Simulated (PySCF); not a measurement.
An unknown shows these calculated signals:

1H NMR (400 MHz, computed): δ 6.47 (d, 1H), 5.54 (d, 1H), 5.16 (m, 1H), 5.15 (m, 2H), 5.03 (m, 1H), 1.93 (m, 2H).

13C{1H} NMR (computed): δ 150.4 (CH), 143.9 (C), 118.6 (CH2), 114.2 (CH), 19.1 (CH2).

Computational details: structure optimised with GFN2-xTB, PBE0/pcSseg-1 with gauge-including orbitals, in PySCF 2.14 (in vacuum, non-relativistic Hamiltonian, single conformer, rapidly exchanging positions averaged).

δ = σ(ref) − σ, references computed at the same level: TMS for 1H (σ = 31.72 ppm), 13C (σ = 186.93 ppm).

Problem. Which of these does the molecule contain: a three-membered ring, a non-aromatic C=C double bond, an amide, an S-methyl group, a Si–H bond?

Solution. 
- A three-membered ring: no.
- A non-aromatic C=C double bond: yes.
- An amide: no.
- An S-methyl group: no.
- A Si–H bond: yes (δH 5.15 (m)).

The data belong to `C=C1C=CO[SiH2]C1`, C$_{5}$H$_{8}$OSi; they needn't prove each group on their own.

Carbon signals by region: 4 in the sp2 and nitrile region (100–160 ppm), 1 below 50 ppm.

Shifts are as computed. Against solution values, carbons near 30 ppm lie about +3 ppm off and those near 130 ppm about +5 ppm. Of 1211 compounds with measured shifts, 218 miss one by over three times the rms of a fit or turn the order of signals round; such compounds aren't used in these exercises. Multiplicities follow the n + 1 count of equivalent neighbours, as no J values were calculated; m marks all less simple cases, F and P coupling included.
